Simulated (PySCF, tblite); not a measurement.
Isomers of C4H5FO2Si, one GFN2-xTB conformer each. Single-point energies are computed at PBE0/pcSseg-1 (PySCF, gas phase, no added dispersion term), electronic only.

**Question.** Rank them by PBE0/pcSseg-1 energy, lowest first (kcal/mol).
A. `[CH:1]#[C:2][Si@@H:3]([OH:4])[O:5]/[CH:6]=[CH:7]\[F:8]` with C2–Si3–O4–H -57°, C2–Si3–O5–C6 62°, Si3–O5–C6–C7 5°
B. `[O:1]=[C:2]1[O:3][CH2:4][CH:5]=[C:6]1[SiH2:7][F:8]` with C5–C6–Si7–F8 0°

**Answer.** B (0.0), A (48.7).

As drawn, the lower has a C=O bond, a C(=O)–O unit and an Si–F bond, which the higher lacks; the higher has a C≡C bond, an O–H bond and an Si–O bond, which the lower lacks. GFN2-xTB itself gives, in the same order: 0.0, 43.2. Both levels put the same isomer lowest.

**Question.** Which frontier levels, dipoles and rotational constants go with these structures?

**Answer.** 
```csv
SMILES,"HOMO (eV, PBE0/pcSseg-1)",LUMO (eV),dipole (D),"A, B, C (MHz)"
O=C1OCC=C1[SiH2]F,-8.24,-1.75,3.68,"3299, 1205, 897.4"
C#C[Si@@H](O)O/C=C\F,-6.86,-0.31,1.01,"2210, 1448, 1006"
```

**Question.** What happens when harmonic zero-point energies from GFN2-xTB frequencies are added?

**Answer.** 
```tsv
SMILES	ZPE (kcal/mol)	electronic (kcal/mol)	with ZPE (kcal/mol)
O=C1OCC=C1[SiH2]F	51.0	0.0	0.0
C#C[Si@@H](O)O/C=C\F	49.8	48.7	47.4
```

The zero-point energies span 1.2 kcal/mol. The order is unchanged.
